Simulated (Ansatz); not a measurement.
Cost and result up the ladder for PbO4 (5 atoms). Total charge 0; singlet. Geometry: PBE-D4/def2-SVP.

```xyz
5

Pb    0.869   -1.528    0.243
O     0.973    0.545    0.914
O    -0.843   -0.773   -0.878
O    -0.406    1.033    0.498
O    -0.593    0.723   -0.777
```

Ansatz on 4 threads of Arm Neoverse V2 on a shared host. Times are rough, and most runs start from the orbitals of an earlier one. ωB97M-V/def2-TZVP serves as the yardstick here, not as an exact answer. Differences are given only for rows in sets of like size (and for xTB, whose basis is part of the method), since another set adds its own error. Binding counts from free atoms at the same level (Pb triplet, O triplet; other spins of the atoms weren't run), without zero-point energy or a counterpoise term.

In the def2 sets Pb takes a core potential; there is no spin–orbit coupling. LC-ωPBE has ω = 0.4 bohr⁻¹. Correlated methods freeze 8 core orbitals; core or outer-core shells of Pb are correlated, in sets that lack core-valence functions. The structure holds 3 bonds between oxygen atoms, so isomers without such links may lie far lower. The structure comes from a short search, and lower isomers may exist.

Correlated methods converge slowly with the basis.

```csv
level,functions,wall time
PBE-D4/def2-SVP,82,0.97 s
PBE-D4/def2-TZVP,174,1.1 s
PBE0-D4/def2-SVP,82,1.2 s
LC-ωPBE/def2-TZVP,174,1.6 s
PBE-D4/def2-TZVPD,216,1.7 s
MP2/def2-TZVP,174,1.9 s
PBE0-D4/def2-TZVP,174,2 s
PBE0-D4/def2-TZVPD,216,2.3 s
r2SCAN-D4/def2-TZVP (with forces),174,2.5 s
RPA@PBE/def2-TZVP,174,2.9 s
r2SCAN-D4/def2-TZVPD,216,3.3 s
ωB97M-V/def2-TZVP,174,4.3 s
CCSD(T)/def2-TZVPP,174,61 s
```

Q: Estimate what each level gives for the binding energy per atom (eV).

A: 
```
                            level  binding energy per atom (eV)  difference from ωB97M-V/def2-TZVP (eV)                                    remarks
                  PBE-D4/def2-SVP                          3.02                                       –                                          –
                 PBE-D4/def2-TZVP                          3.01                                    0.53                                          –
                 PBE0-D4/def2-SVP                          2.44                                       –                                          –
                LC-ωPBE/def2-TZVP                          2.43                                   -0.05                                          –
                PBE-D4/def2-TZVPD                          3.01                                    0.52                                          –
                    MP2/def2-TZVP                          2.55                                    0.06                    restricted SCF unstable
                PBE0-D4/def2-TZVP                          2.47                                   -0.02                                          –
               PBE0-D4/def2-TZVPD                          2.47                                   -0.01                                          –
r2SCAN-D4/def2-TZVP (with forces)                          2.63                                    0.15                                          –
                RPA@PBE/def2-TZVP                          2.18                                   -0.30                                          –
             r2SCAN-D4/def2-TZVPD                          2.64                                    0.15                                          –
                ωB97M-V/def2-TZVP                          2.48                                    0.00                                          –
               CCSD(T)/def2-TZVPP                          2.35                                   -0.14  large T1 (0.029), restricted SCF unstable
```
